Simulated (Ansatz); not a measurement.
```yaml
crystal:
  periodic: [false, false, false]
  atoms:
    - {symbol: C, position_ang: [-2.633758, -1.279906, 0.088381]}
    - {symbol: N, position_ang: [-1.480839, -0.516746, 0.683236]}
    - {symbol: C, position_ang: [-1.172774, -1.197950, 1.914086]}
    - {symbol: Ti, position_ang: [-0.299046, 0.501915, -0.369258]}
    - {symbol: C, position_ang: [0.163153, 1.964272, 1.215991]}
    - {symbol: N, position_ang: [-1.315117, 1.456980, -1.624531]}
    - {symbol: C, position_ang: [1.432799, 0.961174, -2.035561]}
    - {symbol: C, position_ang: [0.686721, -0.311082, -2.355256]}
    - {symbol: C, position_ang: [0.884727, -1.048245, -1.226336]}
    - {symbol: C, position_ang: [1.830590, -0.385340, -0.340219]}
    - {symbol: C, position_ang: [2.452784, -1.001472, 1.057853]}
    - {symbol: C, position_ang: [2.075001, 0.815601, -0.796020]}
    - {symbol: H, position_ang: [-2.860784, -0.709298, -0.892629]}
    - {symbol: H, position_ang: [-3.558719, -1.357192, 0.717032]}
    - {symbol: H, position_ang: [-2.425201, -2.299281, -0.042147]}
    - {symbol: H, position_ang: [-1.838885, -0.893644, 2.687097]}
    - {symbol: H, position_ang: [-0.060759, -0.653345, 2.301458]}
    - {symbol: H, position_ang: [-0.853929, -2.233000, 1.740638]}
    - {symbol: H, position_ang: [-0.627051, 2.377028, 1.574135]}
    - {symbol: H, position_ang: [1.201550, 1.483767, 1.918131]}
    - {symbol: H, position_ang: [0.901550, 1.483767, 1.868131]}
    - {symbol: H, position_ang: [-2.382688, 1.790178, -0.978698]}
    - {symbol: H, position_ang: [-1.429532, 1.905023, -2.660924]}
    - {symbol: H, position_ang: [1.342393, 1.756222, -2.531001]}
    - {symbol: H, position_ang: [-0.131711, -0.451463, -3.075064]}
    - {symbol: H, position_ang: [0.582975, -2.171833, -1.041936]}
    - {symbol: H, position_ang: [2.649076, -0.366032, 1.807272]}
    - {symbol: H, position_ang: [1.809810, -1.782210, 1.313348]}
    - {symbol: H, position_ang: [3.350103, -1.118771, 0.651483]}
    - {symbol: H, position_ang: [2.625328, 1.535993, -0.364766]}
basis:
  gaussian: {orbitals: "6-31G*"}
hamiltonian: {xc: {name: CAM-B3LYP}, dispersion: d4}
output: {forces: true}
```

```sh
$ ansatz run in.yaml --threads 11 --pin off --events-out ev --progress --plain --max-ram 174080MiB --backend cpu
```

Output, abridged:

```
Functional definition: CAM-B3LYP
2515 factors; integrals over basis functions are off by at most 9.0e-4 eV
795 factors; integrals over basis functions are off by at most 7.3e-6 eV
mean field evaluation 1: about -35669.7615 eV, gradient 9.2e1 eV
mean field evaluation 2: about -35522.6926 eV, gradient 3.3e2 eV
mean field evaluation 4: about -35687.0817 eV, gradient 3.0e1 eV
mean field evaluation 8: about -35689.0526 eV, gradient 6.0e-1 eV
mean field evaluation 16: about -35689.7114 eV, gradient 7.0e-3 eV
mean field -35689.71136948 eV, -1311.5727014731 hartree, gradient 1.7e-5 eV, S^2 0.000000; 0 other end points of the search recorded, 0 dependent functions left out
reference -35689.71158486 eV, -1311.5727093882 hartree; 54, 54 occupied and 183, 183 virtual orbitals, 2515 factors
Total energy: -35690.55427793 eV, -1311.6036777874 hartree
Atom 0 at    -2.633758    -1.279906     0.088381 Å, force    -0.468294     3.410724    -0.913940 eV/Å
Atom 1 at    -1.480839    -0.516746     0.683236 Å, force    -2.229549    -2.316624    -0.407415 eV/Å
Atom 2 at    -1.172774    -1.197950     1.914086 Å, force     5.524074     3.014472     0.093809 eV/Å
Atom 3 at    -0.299046     0.501915    -0.369258 Å, force     0.568029     3.545963     1.322192 eV/Å
Atom 4 at     0.163153     1.964272     1.215991 Å, force     3.051487    -2.669990    -9.396625 eV/Å
Atom 5 at    -1.315117     1.456980    -1.624531 Å, force    -5.038041     2.493025    -0.428280 eV/Å
Atom 6 at     1.432799     0.961174    -2.035561 Å, force    -1.361070    -7.880869     2.343339 eV/Å
Atom 7 at     0.686721    -0.311082    -2.355256 Å, force     0.730372     3.746337     0.071587 eV/Å
Atom 8 at     0.884727    -1.048245    -1.226336 Å, force     1.426327    -5.556642     2.320087 eV/Å
Atom 9 at     1.830590    -0.385340    -0.340219 Å, force    -1.295789    -5.139967     4.422075 eV/Å
Atom 10 at     2.452784    -1.001472     1.057853 Å, force    -4.242065     1.093597    -5.126673 eV/Å
Atom 11 at     2.075001     0.815601    -0.796020 Å, force    -0.912261     1.515698    -3.847693 eV/Å
Atom 12 at    -2.860784    -0.709298    -0.892629 Å, force    -0.067194    -1.445650     1.366425 eV/Å
Atom 13 at    -3.558719    -1.357192     0.717032 Å, force     0.557312     0.896318    -0.069813 eV/Å
Atom 14 at    -2.425201    -2.299281    -0.042147 Å, force     0.905647    -1.704840    -0.874635 eV/Å
Atom 15 at    -1.838885    -0.893644     2.687097 Å, force    -0.958466    -0.731866     0.882786 eV/Å
Atom 16 at    -0.060759    -0.653345     2.301458 Å, force    -3.041650    -1.580046    -0.742578 eV/Å
Atom 17 at    -0.853929    -2.233000     1.740638 Å, force    -0.799775    -0.241814     0.520219 eV/Å
Atom 18 at    -0.627051     2.377028     1.574135 Å, force    -4.404000     2.666762     4.755987 eV/Å
Atom 19 at     1.201550     1.483767     1.918131 Å, force   112.220875     1.807835    18.857799 eV/Å
Atom 20 at     0.901550     1.483767     1.868131 Å, force  -111.168671    -2.856833   -15.557634 eV/Å
Atom 21 at    -2.382688     1.790178    -0.978698 Å, force     3.985523    -1.128104    -2.622104 eV/Å
Atom 22 at    -1.429532     1.905023    -2.660924 Å, force     0.455321    -1.476590     3.552596 eV/Å
Atom 23 at     1.342393     1.756222    -2.531001 Å, force    -0.543012     6.626757    -4.190006 eV/Å
Atom 24 at    -0.131711    -0.451463    -3.075064 Å, force     0.881629     0.066597     0.032345 eV/Å
Atom 25 at     0.582975    -2.171833    -1.041936 Å, force     0.444904     2.462843    -0.465918 eV/Å
Atom 26 at     2.649076    -0.366032     1.807272 Å, force    -0.191908     2.986447     3.010933 eV/Å
Atom 27 at     1.809810    -1.782210     1.313348 Å, force    -0.240545    -1.824258     0.671647 eV/Å
Atom 28 at     3.350103    -1.118771     0.651483 Å, force     4.343001    -2.365321    -1.152740 eV/Å
Atom 29 at     2.625328     1.535993    -0.364766 Å, force     1.867787     2.586039     1.572227 eV/Å
Dipole moment:    -0.003720    -0.362416     0.095048 e Å
```

Something in this input is off. What?

One atom was put on top of another. Self-consistency was reached. The result belongs to that input, not to the molecule as meant.
